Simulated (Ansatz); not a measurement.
Program: Ansatz. Geometries: PBE0-D4/def2-TZVP. ΔE: electronic, gas phase. CCSD(T)/CBS adds triple-zeta CCSD(T) − MP2 to the extrapolated MP2 energy (def2 sets, frozen cores). DFT in def2-TZVPP. For Br outer-core shells are correlated without core-valence functions, which leaves a few kJ/mol of doubt a bond. Scalar relativity is left out up to krypton.

`Br[SiH2]Br` → HBr + `[SiH]Br`  (silylene formation by 1,1-elimination)

```
        level  ΔE (kcal/mol)
       PBE-D4           65.3
HF/def2-TZVPP           65.9
```

(1) What does CCSD(T)/CBS give? (Estimate.)

(2) What do rigid-rotor, harmonic-oscillator terms from PBE0-D4/def2-TZVP frequencies (298.15 K, 1 bar) make of the CCSD(T)/CBS value? (An estimate is asked.)

Largest T1 diagnostic among the species: 0.011.

Answers

(1) Ansatz gave: +68.0 kcal/mol. The listed levels differ from it by -2.7, -2.1 kcal/mol.

(2) Computed: ΔZPE = -3.8 kcal/mol, ΔH = +65.5 kcal/mol, ΔS = 151 J/(mol·K), ΔG = +54.7 kcal/mol.

From r2SCAN to r2SCAN0 (25 % exact exchange), in def2-TZVPP and without D4, ΔE moves by +1.4 kcal/mol. Leaving LDA and LC-ωPBE aside and taking each functional with its dispersion term where it has one, the values, not all of them listed here, spread over 11.6 kcal/mol, from BLYP-D4 to r2SCAN0-D4. LDA lies +6.6 kcal/mol from PBE without D4. The D4 term adds +2.9 kcal/mol with B3LYP and +1.5 kcal/mol with PBE0; it sums over pairs of atoms, weighted by their polarisabilities, and B3LYP, whose exchange is more repulsive, gets the larger term.

B3LYP here is the variant with VWN-RPA as its local correlation; programs differ in this.
